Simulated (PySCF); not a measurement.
## Radial density of Fe(11+) (iron, charge +11)

UHF, [Ne] 3s2 3p3, high-spin 4S determinant. All numbers are calculated (PySCF 2.14, no relativity, point nucleus, in an uncontracted even-tempered set (17 s from 0.69 bohr⁻², ratio 2.5; 11 p from 0.9 bohr⁻², ratio 2.5; 5 d from 5 bohr⁻², ratio 2.7; 4 f from 7.5 bohr⁻², ratio 2.7)).

```tsv
r (bohr)	4πr²ρ (e/bohr)	4πr²(ρα − ρβ)
0.00101	0.1458	0.0000
0.00170	0.3979	0.0000
0.00286	1.060	0.0001
0.00481	2.710	0.0003
0.00809	6.466	0.0011
0.0136	13.75	0.0052
0.0229	24.12	0.0278
0.0385	31.11	0.1417
0.0648	27.03	0.5709
0.109	25.28	1.4335
0.183	34.46	1.2874
0.308	19.32	-0.0189
0.518	8.763	4.0565
0.872	5.893	3.4607
1.47	0.2563	0.1566
2.47	0.0004221	0.0003
```

Where is the radial spin density 4πr²(ρα − ρβ) most negative, and why is it negative at all?

Around r = 0.308 bohr, down to -0.0189 e/bohr: exchange with the open shell polarises the paired shells in an unrestricted calculation.
